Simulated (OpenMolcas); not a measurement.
## Ar6+: CASPT2 settings compared

```
Program             : OpenMolcas 26.06
Basis               : ANO-RCC-VDZ [4s3p]
Scalar Hamiltonian  : DKH3, point nucleus
Active space        : 2 electrons in 8 orbitals (3s 3p 4s 4p)
State averaging     : 2S+1 = 3 even, 3 roots; 2S+1 = 1 even, 6 roots; 2S+1 = 3 odd, 3 roots; 2S+1 = 1 odd, 3 roots
Spin-orbit coupling : state interaction with AMFI integrals over the reference wave functions, term energies averaged over their components
```

Methods on the same reference wave functions:
A. CASSCF
B. SS-CASPT2, IPEA 0.75 Eh, sigma2 regulariser 0.4 Eh (closed shells correlated: 2s 2p)
C. SS-CASPT2, IPEA 0 Eh, imaginary shift 0.1 Eh (closed shells correlated: 2s 2p)
D. SS-CASPT2, IPEA 0.35 Eh, real shift 0.05 Eh (closed shells correlated: 2s 2p)

Energies in cm-1 above 3s2 1S0, the measured ground level; measured values from Saloman, J. Phys. Chem. Ref. Data 39, 033101 (2010).

```tsv
Level	A	B	C	D	Measured
3s2 1S0	0.0	0.0	0.0	0.0	0.0
3s 3p 3P* 0	114656	114792	114785	114788	113101
3s 3p 3P* 1	115341	115477	115470	115474	113906
3s 3p 3P* 2	116751	116887	116880	116883	115590
3s 3p 1P* 1	187670	187692	187682	187687	170722
```

Deviations, from unrounded energies. A percentage is the sum of absolute deviations over the sum of measured energies, with the sign that they share, or ± where signs differ.

| Against measurement | Levels | A | B | C | D |
| --- | --- | --- | --- | --- | --- |
| mean absolute deviation (cm-1) | 4 | 5300 | 5400 | 5400 | 5400 |
| other configurations (%) | 4 | +4.1 | +4.2 | +4.2 | +4.2 |

A, B, C, D lie about equally close to measurement. The largest miss of A in the table is 3s 3p 1P* 1, by +17000 cm-1. The ranking rests on the paired levels alone, and a cruder setting can come out closer through cancelling errors.

Among B to D the level of the table that moves most is 3s 3p 1P* 1, by 9.7 cm-1 (lowest in C, highest in B).

The lowest spin-free term lies below A's lowest term by 0.007 hartree in B, 0.007 hartree in C, 0.007 hartree in D.

Active for correlation alone: 4p 4s; no level in the range computed is led by a configuration that fills them, so any true level of that kind is missing. The basis is small and was not contracted for so high a charge. Measured partners are found by configuration, term and J. A level has none where our copy of the source lacks it or the pairing is in doubt (some pairs that miss far off the trend of their configuration count as doubtful), and it then counts in no deviation. Levels of configurations outside the active space are missing. The table leaves out levels that lie high or whose names do not pair safely across all columns.

* marks odd parity.
